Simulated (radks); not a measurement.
All-electron atom: the caesium ion Cs40+ in [Ne] 3s2 3p3. Method: Dirac Kohn-Sham, PBE, spin-unpolarised, spherical densities, finite nucleus; open shells fill j = l - 1/2 first; Fermi nuclear charge, rms radius 4.8041 fm; computed with a radial shooting solver on a logarithmic mesh with Libxc functionals.

Normalised radial functions P(r) = r R(r) (large component), r in bohr:

```
   r/bohr * 2p3/2, o 3p1/2 (the largest magnitude, 3.11, reaches the edge; | marks zero, & curves that meet)
0.0009127                             &
 0.001021                             &
 0.001133                             &
 0.001267                             &
 0.001406                             &
 0.001572                             &
 0.001759                             &
 0.001952                             &
 0.002183                             &
 0.002422                             &
 0.002709                             &
  0.00303                             &
 0.003362                             &
 0.003761                             &
 0.004173                             |&
 0.004668                             |&
 0.005221                             |&
 0.005793                             |&
 0.006479                             |&
  0.00719                             |o*
 0.008042                             | &
 0.008995                             | &
 0.009981                             | o*
  0.01116                             | o*
  0.01239                             |  o*
  0.01385                             |  o *
   0.0155                             |   o *
   0.0172                             |   o  *
  0.01923                             |    o  *
  0.02134                             |     o  *
  0.02387                             |      o   *
   0.0267                             |      o    *
  0.02963                             |       o     *
  0.03314                             |        o      *
  0.03706                             |         o       *
  0.04113                             |          o        *
    0.046                             |          o          *
  0.05104                             |          o           *
  0.05709                             |          o             *
  0.06386                             |          o              *
  0.07085                             |         o                *
  0.07925                             |        o                 *
  0.08794                             |      o                   *
  0.09836                             |   o                    *
     0.11                             |o                      *
   0.1221                           o |                    *
   0.1365                       o     |                  *
   0.1515                   o         |               *
   0.1695                o            |            *
   0.1895             o               |         *
   0.2103           o                 |      *
   0.2352          o                  |    *
    0.261          o                  |  *
    0.292            o                | *
   0.3266              o              |*
   0.3624                 o           |*
   0.4053                    o        *
   0.4497                       o     *
    0.503                         o   *
   0.5626                           o *
   0.6243                            o*
   0.6983                            o*
   0.7748                             &
   0.8667                             &
```

2p3/2: eigenvalue -7286.5 eV, 0 radial nodes, <r> = 0.0983 bohr, 90 % of the charge inside 0.159 bohr. 3p1/2: eigenvalue -2994.3 eV, 1 radial node at r = 0.114 bohr, <r> = 0.255 bohr, 90 % of the charge inside 0.379 bohr.
